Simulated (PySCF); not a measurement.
A structure optimised at PBE-D3(BJ)/def2-SVP, used in a PySCF frequency run:

```xyz
9

W      0.0399     0.0066    -0.0091
O      1.6328     0.2220     0.6370
N      0.0230    -0.9261    -1.5228
H      0.6077    -1.4026    -2.2190
O     -0.7389     1.7344    -0.3121
H     -1.2457     1.9443    -1.1165
N     -1.0157    -1.0525     1.2559
H     -0.8977    -0.9884     2.2723
H     -1.6189    -1.8405     1.0070
```
Charge 0, spin multiplicity 1.

### Question
Write its SMILES and formula.

### Answer
[NH]=[W]([NH2])(=[O])[OH], H4N2O2W

### Question
What are its rotational constants (standard atomic weights)?

### Answer
3.5574, 3.1429, 3.0921 GHz
